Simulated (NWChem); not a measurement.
Species: SiH2OBrCl; SMILES Br[SiH](Cl)O

```xyz
6

Si    -0.5151     0.5759     0.4300
O     -1.9384     0.8639    -0.3356
Cl     0.9130     1.9485    -0.1287
Br     0.2621    -1.4406    -0.0648
H     -0.7681     0.6720     1.8786
H     -1.9598     0.8386    -1.2980
```
Atoms are numbered in this order, from 1.

All runs: NWChem. Pople sets run with spherical d functions. STO-3G and 3-21G are far too small for this property and stand as cheap habits. Structure relaxed at the PBE0/def2-SVP level. GIAO values for the isolated, static molecule; σ is the absolute isotropic shielding, δ = σ(reference) − σ with the isolated reference molecule computed at the same levels (1H: tetramethylsilane, 17O: water, 29Si: tetramethylsilane). Spin-orbit effects, on the heavy nuclei and on their neighbours, are missing.

| level | δ Si1 (ppm) | δ O2 (ppm) | σ Cl3 (ppm) | σ Br4 (ppm) | δ H5 (ppm) | δ H6 (ppm) |
|---|---|---|---|---|---|---|
| Hartree-Fock/STO-3G | 11.1 | -63.0 | 1197.5 | 3141.6 | 3.65 | -1.51 |
| PBE/pcSseg-1 | 1.0 | 108.9 | 772.2 | 2307.8 | 5.95 | 2.70 |
| B3LYP/6-31G* | [?] | [?] | [?] | [?] | [?] | [?] |

### Question
Fill in the missing entries.

### Answer

- B3LYP/6-31G*, δ Si1 (ppm): 19.4
- B3LYP/6-31G*, δ O2 (ppm): 78.9
- B3LYP/6-31G*, σ Cl3 (ppm): 826.1
- B3LYP/6-31G*, σ Br4 (ppm): 2449.8
- B3LYP/6-31G*, δ H5 (ppm): 5.75
- B3LYP/6-31G*, δ H6 (ppm): 2.30
